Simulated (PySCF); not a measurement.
A run for PySCF: R-HF/STO-3G on GaH5N2 (SMILES [NH2][GaH][NH2]), a point of a torsion scan.

```python
from pyscf import gto, scf, dft, mp
from pyscf.data.elements import chemcore

mol = gto.M(
    atom='''
    N     1.54057677   -0.41457843   -0.08162295
    Ga   -0.03429821    0.25133399    0.59596698
    N    -0.37299071    0.52625782    2.36017176
    H     1.64181704   -1.41798909   -0.19854853
    H     2.40571725   -0.08942781    0.34343559
    H    -1.16681918    0.57735271   -0.38357084
    H     0.28226094    0.37793072    3.11824158
    H    -1.19479398    0.98967172    2.72373861
    ''',
    basis='sto-3g',
    charge=0, spin=0, verbose=3, max_memory=1800)
mf = scf.RHF(mol)
mf.conv_tol = 1e-8
mf.max_cycle = 100
mf.kernel()
if not mf.converged:
    mf = mf.newton().run(mf.mo_coeff, mf.mo_occ)
```

It printed:

```
converged SCF energy = -2011.29036780784
```

Self-consistency was reached.

Cost: roughly 0.4 core-seconds.
